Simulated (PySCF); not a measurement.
AlClH₂OS, SMILES [OH][Al]([SH])[Cl]. Atoms are numbered in the order given.

```xyz
6

Al     0.3491     0.0288     0.0000
Cl    -0.7167     1.8398     0.0000
O      2.0425    -0.0211     0.0000
H      2.6407     0.7316     0.0000
S     -0.7343    -1.8526     0.0000
H      0.4142    -2.5723     0.0000
```
Charge 0, spin multiplicity 1.

Geometry: B3LYP-D3(BJ)/def2-SVP. Other conformers were not sampled.

Computed with PySCF with PBE0/pcJ-1.

Isotropic couplings with Fermi-contact, spin-dipole and both spin-orbit terms, one fixed conformer, no vibrational averaging. Isotopes: 1H.

Computed spin–spin coupling constants:
| pair | bonds apart | J (Hz) |
|---|---|---|
| H4–H6 | 4 | 0.5 |
